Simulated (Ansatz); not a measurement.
CH6OSSi2 can be A, `O=C([SiH3])S[SiH3]`, or B, `O[SiH]1[SiH2]CS1`.

Calculated with Ansatz (gas phase, PBE0-D4/def2-TZVP geometries, no zero-point term in ΔE). CBS: MP2 limit from def2 TZ/QZ plus the TZ coupled-cluster correction, frozen cores. Functionals use def2-TZVPP. B3LYP here is the variant with VWN-RPA as its local correlation; programs differ in this. One conformer a species, not always the lowest.

A:

```xyz
11

O    -0.5541    0.8163   -0.9750
C     0.3354    0.2946   -0.3514
Si    2.2017    0.6043   -0.7135
S     0.0105   -0.8380    0.9959
Si   -2.1406   -0.7194    0.8511
H     2.8332   -0.6976   -1.0412
H     2.8238    1.1676    0.5099
H     2.2949    1.5494   -1.8493
H    -2.6011    0.6627    1.1091
H    -2.6050   -1.6259    1.9303
H    -2.5986   -1.2140   -0.4659
```

B:

```xyz
11

O     1.910    1.513   -1.118
Si    0.772    1.141    0.009
Si   -1.112   -0.130   -0.496
C    -0.531   -1.226    0.945
S     1.194   -0.630    1.168
H     2.176    0.802   -1.705
H     0.669    2.388    0.804
H    -0.947   -0.857   -1.787
H    -2.519    0.356   -0.411
H    -0.518   -2.294    0.727
H    -1.095   -1.063    1.864
```

**Question.** Which isomer does CCSD(T)/CBS put lower? Give the gap. (Estimate.)

**Answer.** Ansatz gave: B, by 43.9 kcal/mol.

**Question.** Give E(B) − E(A) in kcal/mol with B3LYP-D4, PBE-D4, CCSD(T)/def2-TZVPP, PBE0-D4, CCSD/def2-TZVPP, B3LYP, r2SCAN-D4. (An estimate is asked.)

**Answer.** The calculation gave: B3LYP-D4 -37.6, PBE-D4 -39.7, CCSD(T)/def2-TZVPP -41.2, PBE0-D4 -44.9, CCSD/def2-TZVPP -42.4, B3LYP -36.9, r2SCAN-D4 -40.6. None reverses the order clearly.

Largest T1 diagnostic: 0.017.

In def2-TZVPP, CCSD(T) changes the Hartree–Fock value by −3.1 kcal/mol (the triples alone add +1.2 kcal/mol) and MP2 by −5.7 kcal/mol. From PBE to PBE0 (25 % exact exchange), in def2-TZVPP and without D4, E(B) − E(A) moves by −5.2 kcal/mol.
